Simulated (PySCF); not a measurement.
## Nonlinear optical response: `C=C(F)/C(F)=C/[Se]C`, C5H6F2Se

Cartesian coordinates in Å; atom numbers follow the order of the lines, from 1:
```xyz
14

C    -2.7833    0.3026    0.9802
C    -1.7495    0.8822    0.3663
F    -1.8875    2.0596   -0.2487
C    -0.3963    0.3473    0.2846
F    -0.2562   -0.8294    0.9083
C     0.6212    0.9522   -0.3464
Se    2.4110    0.4653   -0.5742
C     2.4838   -1.3094    0.2087
H    -3.7601    0.7865    0.9877
H    -2.6477   -0.6566    1.4760
H     0.3887    1.9098   -0.8171
H     3.5158   -1.6488    0.0471
H     1.7885   -1.9863   -0.3008
H     2.2675   -1.2750    1.2822
```

Method used: quadratic response CAM-B3LYP/aug-cc-pVDZ first hyperpolarisability, Taylor convention, gas phase in PySCF 2.14.0. Geometry: PBE0-D3(BJ)/def2-SVP.

The calculation is non-relativistic, which matters for the atoms heavier than Zn.

**Question.** What is the first hyperpolarisability, and how does it disperse?

**Answer.** In 10⁻³⁰ esu, Taylor convention; the vector part is βᵢ = ⅓ Σⱼ (βᵢⱼⱼ + βⱼᵢⱼ + βⱼⱼᵢ); β∥ is 3/5 of the vector part along the dipole, the dipole points from − to +:
```tsv
process	λ (nm)	β vector norm	β∥	β HRS	depolarisation ratio
static β(0;0,0)	∞	7.08	1.78	3.18	3.96
second harmonic β(−2ω;ω,ω)	1907	8.15	2.00	3.64	4.03
Pockels β(−ω;ω,0)	1907	7.41	1.85	–	–
second harmonic β(−2ω;ω,ω)	1064	11.47	2.66	5.04	4.21
Pockels β(−ω;ω,0)	1064	8.23	2.02	–	–
```

**Question.** Which lowest excitations, dipole and polarisabilities go with it?

**Answer.** S1 4.67 eV (f = 0.352); S2 4.79 eV (f = 0.287); S3 5.19 eV (f = 0.017); dipole 1.31 D; isotropic α 102.6 au static, 103.3 au at 1907 nm, 104.7 au at 1064 nm, 105.3 au at 953.5 nm, 112.6 au at 532 nm.
